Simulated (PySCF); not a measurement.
## Atomic charges by several schemes

Compound: C6H5PS.
Geometry (GFN2-xTB, Å), atoms numbered from 1 in this order:
```
atom  x, y, z in Å
C1     3.630    0.870   -0.332
C2     2.513    0.454   -0.177
C3     1.207   -0.023    0.002
C4     0.876   -1.268    0.450
P5    -0.830   -1.666    0.601
C6    -1.346   -0.125    0.050
C7    -2.771    0.293   -0.093
S8    -0.127    1.027   -0.370
H9     4.609    1.222   -0.464
H10    1.644   -1.983    0.704
H11   -2.986    1.162    0.531
H12   -2.996    0.561   -1.126
H13   -3.426   -0.523    0.207
```

Density: PBE0/pcSseg-1 (PySCF); schemes: Mulliken, IAO, Hirshfeld and ESP-fitted. Isolated species at its GFN2-xTB geometry, gas phase.

Give the atomic charges in each scheme.

In e; atoms taken as equivalent share a row and are averaged (×n: the atom named and its like, n in all):

```csv
atom,environment,Mulliken,IAO,Hirshfeld,ESP-fitted
C1,terminal alkyne carbon,-0.352,-0.221,-0.098,-0.444
C2,alkyne carbon,+0.554,-0.030,-0.057,+0.151
C3,substituted aromatic carbon,-0.514,-0.149,-0.024,-0.199
C4,aromatic CH carbon,-0.284,-0.376,-0.119,-0.064
P5,phosphorus bonded to 2 C,+0.490,+0.324,+0.057,-0.135
C6,substituted aromatic carbon,-0.720,-0.363,-0.066,+0.099
C7,benzylic-type carbon,-0.127,-0.421,-0.124,-0.460
S8,thiophene-type sulfur,+0.372,+0.367,+0.132,+0.097
H9,alkyne hydrogen,+0.049,+0.207,+0.096,+0.312
H10,aromatic hydrogen,+0.115,+0.179,+0.054,+0.167
H11/H12/H13,methyl hydrogen,+0.139,+0.161,+0.049,+0.159
```

Mean size of the charges over all atoms: Mulliken 0.307 e, IAO 0.240 e, ESP-fitted 0.200 e, Hirshfeld 0.075 e. Each set sums to the total charge, 0, to within 0.001 e. The IAO scheme counts the electrons in orthogonalised intrinsic atomic orbitals, a minimal basis polarised so that it spans the occupied orbitals exactly.

Lowest charge. The schemes don't all agree: Mulliken C6 (-0.720); IAO C7 (-0.421); Hirshfeld C7 (-0.124); ESP-fitted C7 (-0.460).

Highest charge. The schemes don't all agree: Mulliken C2 (+0.554); IAO S8 (+0.367); Hirshfeld S8 (+0.132); ESP-fitted H9 (+0.312).

Sum the charges by element, for elements with more than one atom.

```tsv
element	atoms	Mulliken	IAO	Hirshfeld	ESP-fitted
C	6	-1.443	-1.560	-0.488	-0.918
H	5	+0.581	+0.869	+0.299	+0.957
```

How many electrons does the IAO scheme count on C7?

Z − q = 6 − (-0.421) = 6.421.

How closely do the schemes follow one another over all atoms?

Correlation coefficient and root-mean-square difference: IAO with Hirshfeld 0.95, 0.189 e; Mulliken with IAO 0.75, 0.244 e; Hirshfeld with ESP-fitted 0.66, 0.190 e; IAO with ESP-fitted 0.58, 0.231 e; Mulliken with Hirshfeld 0.56, 0.329 e; Mulliken with ESP-fitted 0.37, 0.355 e.
